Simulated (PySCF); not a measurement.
## Computed structure and properties of [CeH2]2+

System: [CeH2]2+ (singlet); start: template (C2v). Method: PySCF 2.14.0, RKS PBE0, Ce lcecp-2-SVP with ECP46, H def2-SVP; non-relativistic Hamiltonian with scalar-relativistic core potentials where named; density fitting; no spin-orbit coupling.

Input of the relaxation:

```python
mol = gto.M(atom='''
Ce     0.00000     0.00000    -0.01246
H      1.96020    -0.00000     0.86474
H     -1.96020     0.00000     0.86474''',
    basis={'Ce': 'lcecp-2-SVP', 'H': 'def2-SVP'},
    ecp={'Ce': 'lcecp-2-SVP'},
    charge=2, spin=0)
mf = dft.RKS(mol, xc='PBE0')
mf.grids.atom_grid = (50, 194)  # f atoms: unpruned, at least (60, 302)
mf = mf.density_fit()  # fitting sets: Ce AutoAux, H def2-universal-JKFIT
mf.conv_tol = 1e-08; mf.max_cycle = 55
mf.kernel(dm0)  # dm0: converged density of the start geometry
# quasi-Newton relaxation in Cartesian coordinates to a largest gradient under 0.00045 Eh/bohr, steps kept in the point group
```

Run from Python with OMP_NUM_THREADS=2; the lines above give its settings. Where DIIS fails, smearing, a level shift and second-order steps follow.
It took 3.1 s on 2 threads of Arm Neoverse V2 (shared host), from the converged density of the start.

Course of the relaxation:

| step | energy above end (eV) | largest force component within the symmetry (eV/Å) |
| --- | --- | --- |
| 0 | 0.9210 | 2.217 |
| 1 | 0.4438 | 1.730 |
| 2 | 0.0132 | 0.485 |
| 3 | 0.0019 | 0.107 |
| 4 | 0.0001 | 0.019 |
| 5 | 0.0000 | 0.002 |

Relaxed geometry (C2v):

```xyz
3

Ce    0.0000    0.0000   -0.0847
H     1.5792    0.0000    0.9009
H    -1.5792    0.0000    0.9009
```

| contact | Å |
| --- | --- |
| Ce1–H2 (H) | 1.862 |
| Ce1–H3 (H) | 1.862 |

On the finer grid (75, 302):

```json
{
  "HOMO": "not given (4f levels lie in the core)",
  "LUMO": "not given (4f levels lie in the core)",
  "Dipole about the centre of mass": "1.52 D",
  "Set of Mulliken populations of Ce1 outside the core potential": "s 2.17, p 6.00, d 1.76, f 0.03",
  "D3(BJ) dispersion energy (not in the energies)": "-0.021 eV"
}
```

```tsv
atom	Mulliken (e)	Löwdin (e)	spin (e)
Ce1	2.03	2.07	0.00
H2	-0.02	-0.03	0.00
H3	-0.02	-0.03	0.00
```

The large-core potential holds the 4f shell empty.

On the grid (50, 194), as all that follows. Harmonic modes: a minimum; lowest 686 cm⁻¹ (negative: unstable), highest 1887 cm⁻¹, zero-point energy 0.276 eV.

Taking off one H (charge -1, singlet; the rest: singlet) in vacuum, both parts rigid, costs 24.06 eV; the small basis without counterpoise inflates it. Most of it is the attraction of opposite charges; other ways to part are cheaper, and one spin state was tried for the rest.

Rigid scan of H along the line from its metal:

```tsv
distance to H2 (Å)	energy (eV)
1.56	0.864
1.66	0.337
1.76	0.074
1.86	0.000
1.96	0.058
2.06	0.205
2.26	0.649
```

One start shape was tried, so this needn't be the lowest isomer.
